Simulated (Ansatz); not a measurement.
Species: Si2H3, net charge 0, doublet state. It need not be the lowest isomer of its formula. SMILES: [SiH]=[SiH2]
Structure (B3LYP-D3(BJ)/def2-TZVP (Ansatz, a first-principles code) minimum search):
```xyz
5

Si    -1.2264     0.1449    -0.1145
Si     1.0462    -0.0389     0.0964
H     -1.3325    -1.3477     0.1685
H      1.8899    -1.2636     0.0402
H      1.9663     1.1277     0.0447
```
Charge 0, spin multiplicity 2.

Property: atomisation energy (electronic, to ground-state atoms), in kJ/mol. Cores are frozen in the correlated levels unless marked. UHF or UKS for open shells. Spin-orbit coupling is left out. Non-relativistic. The coupled-cluster limit lacks core correlation, which all-electron functionals hold. CBS marks a two-point X^-3 extrapolation of the correlation energy; Hartree-Fock from the larger set.

```json
[
 {"level": "HF/def2-SVP", "program": "Ansatz", "atomisation energy (kJ/mol)": "861.0"}
]
```

Predict the CCSD(T)/CBS(cc-pV(T+d)Z,cc-pV(Q+d)Z) result (Ansatz).

1202.7 kJ/mol
